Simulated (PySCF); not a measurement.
## Löwdin shares of the frontier orbitals

Species: C₅H₇F₃Se.
Z-matrix (Å and degrees, PBE0-D3(BJ)/def2-SVP geometry), rows numbered from 1:
```
F 
C   1  1.3384
F   2  1.3403  1  107.08
F   2  1.3349  1  107.51  3  -115.01
C   2  1.5078  1  111.69  3   122.73
C   5  1.5120  2  113.18  1   -58.69
C   6  1.5369  5  118.44  2   -71.16
C   7  1.5303  6   99.39  5  -139.85
Se  8  1.9759  7   91.58  6    19.84
H   5  1.1004  2  107.85  1   178.40
H   5  1.1009  2  106.68  1    63.20
H   6  1.1004  5  110.01  2    59.25
H   7  1.1006  6  109.49  5   -24.33
H   7  1.1018  6  114.67  5    96.52
H   8  1.0990  7  113.86  6   -92.96
H   8  1.0977  7  116.44  6   138.01
```

Level of theory: TDDFT B3LYP/def2-SVPD, vertical, gas phase, core orbitals frozen in the response in PySCF 2.14.0, density-fitted response routines. The B3LYP/def2-SVPD calculation is non-relativistic and has no spin–orbit coupling, an omission that weighs most on selenium.

Frontier orbitals with the atoms that hold most of them (Löwdin shares over 4%, at most four atoms; ? is withheld):

| orbital | ε (eV) | atoms |
| --- | --- | --- |
| HOMO-3 | -9.98 | C7 28%, H13 15%, C6 14%, C8 11% |
| HOMO-2 | -9.15 | Se9 26%, C8 23%, C6 19%, C5 8% |
| HOMO-1 | -8.18 | ? |
| HOMO | -6.19 | Se9 74%, C8 9%, C6 8% |
| LUMO | -1.17 | ? |
| LUMO+1 | 0.13 | Se9 55%, C8 12%, C6 8% |
| LUMO+2 | 0.26 | Se9 34%, C8 9%, C7 8%, H14 6% |

Q: Which atoms hold the HOMO-1, and with what shares?

A: Se9 (bonded to 2 C) 47%; C6 (bonded to 2 C, Se and H) 14%; C7 (bonded to 2 C and 2 H) 14%; C8 (bonded to C, Se and 2 H) 12%. By element: selenium 47%, carbon 40% or more.

Q: Give the leading atoms of the LUMO.

A: Se9 (bonded to 2 C) 57%; C6 (bonded to 2 C, Se and H) 14%; C8 (bonded to C, Se and 2 H) 13%. By element: selenium 57%, carbon 27% or more.

Q: The HOMO–LUMO gap is 5.02 eV. Where does the response calculation put the lowest singlet, and from which orbitals?

A: S1 is at 3.76 eV (f = 0.0001), 1.26 eV below the gap, made of HOMO→LUMO (99%). 

Q: Give energy, strength and leading configuration of S1, S2 and S5, and follow the Löwdin shares of the leading atoms from the occupied to the empty orbital.

A: 
- S1 (3.76 eV, f 0.0001), HOMO→LUMO (99%): Se9 74% → 57%, C8 9% → 13%, C6 8% → 14%
- S2 (5.38 eV, f 0.021), HOMO→LUMO+1 (80%): Se9 74% → 55%, C8 9% → 12%
- S5 (6.07 eV, f 0.052), HOMO-1→LUMO (96%): Se9 47% → 57%, C6 14% → 14%

One conformer stands for the species.
